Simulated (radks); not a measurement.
Question: Radial electron density D(r) = 4 pi r^2 rho(r) of an atom or ion with 20 electrons. Calculated with a radial shooting solver on a logarithmic mesh with Libxc functionals: scalar-relativistic Kohn-Sham, BLYP, spin-unpolarised, spherical densities, point nucleus.

r (bohr)  D(r) (e/bohr)
0.002236          11.62
0.002481          13.60
0.002775          16.06
0.003079          18.66
0.003444          21.84
0.003852          25.43
0.004274          29.13
0.004781          33.52
0.005348          38.30
0.005934          43.03
0.006637          48.38
0.007364          53.46
0.008237          58.92
0.009213          64.18
0.01022           68.68
0.01143           72.89
0.01269           75.99
0.01419           78.28
0.01587           79.32
0.01761           79.16
0.0197            77.87
0.02204           75.73
0.02445           73.41
0.02735           71.16
0.03035           69.93
0.03394           70.16
0.03796           72.47
0.04212           76.56
0.04712           82.64
0.0527            89.44
0.05848           95.08
0.06541           98.79
0.07258           98.73
0.08118           94.10
0.0908            85.04
0.1007            74.00
0.1127            61.68
0.125             52.26
0.1399            46.34
0.1564            45.37
0.1736            47.76
0.1942            51.19
0.2172            52.38
0.241             49.59
0.2695            42.15
0.2991            32.54
0.3345            21.68
0.3741            12.52
0.4151            6.540
0.4643            2.761
0.5194           0.9693
0.5763           0.3062
0.6446          0.07178
0.7153          0.01513
0.8            0.002177

What is the nuclear charge?

Answer: Z = 60. The innermost maximum, from 1s, lies near gamma/Z bohr with gamma = sqrt(1 - (Z/c)^2) = 0.899, here 0.015 bohr (found: 0.0164), and its height grows with Z. The density is that of the neodymium ion Nd40+ in [Ar] 3d2; the configuration itself is not fixed sharply by these data, and Z only to a few units. D(r) has 3 maxima, at r = 0.0164, 0.0686, 0.214 bohr, and minima at 0.0316, 0.152 bohr, inside which lie 1.95, 10.76 electrons.
